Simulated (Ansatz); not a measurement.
A structure relaxed at PBE0-D4/def2-TZVP, charge 0, multiplicity 2:

Cartesian coordinates in Å:
```
Si -0.8311 0.5951 1.4649
Sb -0.5529 1.5626 -0.8942
Si 0.8063 -0.5251 -1.5050
H -1.5233 -0.7212 1.4068
H -1.6360 1.5209 2.3050
H 0.4981 0.4021 2.1060
H 1.2420 -0.4536 -2.9248
H -0.0159 -1.7517 -1.3188
H 2.0128 -0.6291 -0.6398
```

Task: Give its formula and SMILES.

Result: H6SbSi2, `[SiH3][Sb][SiH3]`.

Task: Point group (tolerance 0.08 Å, 0.16 Å for H)?

Result: C2v.

Task: Summarise the bond lengths by kind.

Result: 2 × Sb–Si 2.565 Å; 6 × H–Si 1.487 to 1.488 Å.

All numbers were calculated with Ansatz.
